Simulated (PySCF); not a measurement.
**Excited states of `c1ncnc(-c2cc3sccc3s2)n1`, C9H5N3S2**

Method: PySCF, TDA PBE0/def2-SVP excited states, vertical, gas phase. Geometry: GFN2-xTB.

Input:
```
{"job": {"kind": "states", "xc": "PBE0", "basis": "def2-SVP", "tda": true, "soc": true, "nstates": 5, "ntriplets": 6, "nquad": 4}, "charge": 0, "multiplicity": 1}
C     -3.643241     0.328095    -0.873311
N     -4.294523    -0.302096     0.092692
C     -3.515017    -0.828095     1.025493
N     -2.202315    -0.766434     1.049303
C     -1.641568    -0.108730     0.027989
C     -0.213706    -0.011833     0.001337
C      0.564508     0.611465    -0.945954
C      1.920809     0.496995    -0.633706
S      3.396227     1.028842    -1.363924
C      4.305789     0.298070    -0.086668
C      3.542895    -0.320702     0.851931
C      2.171974    -0.210939     0.545883
S      0.711374    -0.746686     1.286379
N     -2.337972     0.459687    -0.964672
H     -4.238521     0.776138    -1.659785
H     -3.999337    -1.354321     1.839014
H      0.152679     1.111807    -1.801811
H      5.375102     0.375248    -0.111521
H      3.935039    -0.827261     1.713871
```
Coordinates are in Å.

Command: `OMP_NUM_THREADS=1 python excited_run.py task.json out`

**Question.** Show the output.

**Answer.** H and L stand for HOMO and LUMO.
```
coarse grid: 19312 points
cycle   1  E = -1304.9216634734  dE =  3.181e+00  |g| = 5.203e-01  |ddm| = 5.937e+00
cycle   2  E = -1304.8794210673  dE =  4.224e-02  |g| = 6.958e-01  |ddm| = 1.533e+00
cycle   3  E = -1304.9849194514  dE = -1.055e-01  |g| = 7.572e-02  |ddm| = 8.047e-01
cycle   4  E = -1304.9853019724  dE = -3.825e-04  |g| = 6.533e-02  |ddm| = 1.699e-01
cycle   5  E = -1304.9864090152  dE = -1.107e-03  |g| = 1.282e-02  |ddm| = 8.398e-02
cycle   6  E = -1304.9864429778  dE = -3.396e-05  |g| = 4.698e-03  |ddm| = 1.813e-02
cycle   7  E = -1304.9864485203  dE = -5.542e-06  |g| = 1.251e-03  |ddm| = 6.060e-03
final grid: 184200 points
cycle   8  E = -1305.1225662068  dE = -2.922e-05  |g| = 1.116e-02  |ddm| = 4.573e-02
cycle   9  E = -1305.1225305286  dE =  3.568e-05  |g| = 1.591e-02  |ddm| = 3.253e-02
cycle  10  E = -1305.1225986954  dE = -6.817e-05  |g| = 2.389e-03  |ddm| = 2.120e-02
cycle  11  E = -1305.1226002491  dE = -1.554e-06  |g| = 5.834e-04  |ddm| = 3.654e-03
cycle  12  E = -1305.1226003327  dE = -8.365e-08  |g| = 1.755e-04  |ddm| = 8.087e-04
cycle  13  E = -1305.1226003402  dE = -7.466e-09  |g| = 5.791e-05  |ddm| = 2.437e-04
cycle  14  E = -1305.1226003409  dE = -6.821e-10  |g| = 2.508e-05  |ddm| = 8.048e-05
converged SCF energy = -1305.1226003409

Singlet excitations
state   eV       nm        f     d(h-e)  d(exc)  Lambda  PR(NTO)  |dmu|/D   mu/D   main configurations
  1   4.0431   306.7   0.30084   2.777   4.651   0.715   1.082    7.302    9.428   H->L 0.56, H-1->L 0.39
  2   4.1201   300.9   0.00005   1.304   3.545   0.378   1.004    4.240    2.114   H-2->L 0.96
  3   4.2193   293.9   0.63609   1.993   4.260   0.677   1.165    4.546    6.671   H-1->L 0.55, H->L 0.36
  4   4.2893   289.1   0.00510   2.324   4.042   0.413   1.006    6.342    4.216   H-3->L 0.95
  5   4.4760   277.0   0.04180   4.016   5.236   0.308   1.080                     H->L+1 0.93

Triplet excitations (Tamm-Dancoff)
state   eV     d(h-e)  d(exc)  Lambda  PR(NTO)   main configurations
  1   2.6020   0.795   3.801   0.760   1.060   H->L 0.92
  2   3.2431   1.406   3.867   0.659   1.020   H-1->L 0.93
  3   3.7938   1.685   3.572   0.420   1.223   H-3->L 0.76, H-2->L+1 0.11
  4   3.8407   1.290   3.439   0.382   1.091   H-2->L 0.86
  5   4.0928   1.944   4.147   0.480   1.407   H->L+1 0.55, H->L+2 0.22, H-4->L 0.09
  6   4.1652   0.402   2.649   0.511   1.304   H-2->L+1 0.86, H-3->L 0.09
S1 - T1 = 1.4411 eV

Spin-orbit couplings |<S|Hso|T>| (cm-1)
             T1       T2       T3       T4       T5       T6
S0        0.022    0.155   11.353    9.913    0.016   19.170
S1        0.014    0.046    6.491    2.897    0.053    2.242
S2        4.626    7.752   16.215    4.730    1.796    5.117
S3        0.041    0.145    1.497    9.778    0.070    0.540
S4        3.182    8.109    4.792   16.824    1.553    0.454
S5        0.076    0.041    1.755    1.585    0.050    5.073
T1 sublevels (cm-1): 0.000 0.000 0.001   radiative rates (1/s): 0.000436 0.000773 0.0067
```

It took 84 s wall time on 1 thread of an Arm Neoverse V1, shared host, peak memory 0.9 GiB.
